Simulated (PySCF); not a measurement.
Species: dimethylzinc, C2H6Zn (singlet state).
SMILES with atom numbers: `[CH3:1][Zn:2][CH3:3]` (hydrogens: H4, H5, H6 on C1; H7, H8, H9 on C3)

All values: B3LYP/def2-SVPD (PySCF, non-relativistic), on one gas-phase PBE0-D3(BJ)/def2-SVP geometry that isn't relaxed in the solvent. The solvent is an IEF-PCM continuum (cavity from Bondi-type radii × 1.2), and excitations are vertical TDDFT with non-equilibrium linear response and a frozen core. Specific hydrogen bonds and non-electrostatic terms are outside this model.

Gas-phase singlets (H = HOMO, L = LUMO):

| state | E (eV) | λ (nm) | f | leading configurations |
| --- | --- | --- | --- | --- |
| S1 | 5.742 | 216 | 0.000 | H→L 96% |
| S2 | 5.747 | 216 | 0.000 | H→L+1 94% |
| S3 | 6.276 | 198 | 0.329 | H→L+2 94% |
| S4 | 7.128 | 174 | 0.000 | H→L+3 95% |
| S5 | 7.720 | 161 | 0.000 | H-1→L+2 90% |

Question: What are the lowest 5 singlets in tetrahydrofuran (ε = 7.426)?

Answer: 
```csv
state,E (eV),λ (nm),f,leading configurations,change by rank (eV)
S1,5.991,207,0.000,H→L+1 99%,+0.249
S2,5.996,207,0.001,H→L+2 99%,+0.249
S3,6.146,202,0.405,H→L 97%,-0.130
S4,6.902,180,0.000,"H→L+3 92%, H-1→L 8%",-0.226
S5,7.498,165,0.000,H-1→L 91%,-0.222
```

Question: The ground-state energy changes by -0.225 eV from gas to tetrahydrofuran. By how much does the total energy of gas-phase S3 change?

Answer: E(S3) = E(S0) + excitation energy, so it changes by -0.225 − 0.130 = -0.355 eV: it is lowered more than the ground state, which is what a red shift means. This is the vertical state, with the slow part of the continuum still set for S0.

Question: How do the frontier levels move from gas to tetrahydrofuran?

Answer: 
```json
{"orbital": "LUMO+2", "gas (eV)": "-0.08", "solvent (eV)": "0.45", "change (eV)": "+0.53"}
{"orbital": "LUMO+1", "gas (eV)": "-0.13", "solvent (eV)": "0.44", "change (eV)": "+0.57"}
{"orbital": "LUMO", "gas (eV)": "-0.14", "solvent (eV)": "0.26", "change (eV)": "+0.40"}
{"orbital": "HOMO", "gas (eV)": "-6.97", "solvent (eV)": "-6.64", "change (eV)": "+0.33"}
{"orbital": "HOMO-1", "gas (eV)": "-8.66", "solvent (eV)": "-8.13", "change (eV)": "+0.53"}
{"orbital": "HOMO-2", "gas (eV)": "-10.14", "solvent (eV)": "-9.89", "change (eV)": "+0.25"}
{"orbital": "HOMO-3", "gas (eV)": "-10.14", "solvent (eV)": "-9.89", "change (eV)": "+0.25"}
```

The HOMO–LUMO gap goes from 6.84 to 6.90 eV. Rows go by rank; for LUMO, LUMO+1 and LUMO+2 the atom shares or the degeneracy differ between the runs, so the row needn't follow one orbital.

The run took 7.3 s on Arm Neoverse V1, one thread, no GPU, shared host, and the process peaked at 0.55 GiB of memory. This is the whole response run at B3LYP/def2-SVPD in tetrahydrofuran, SCF included.
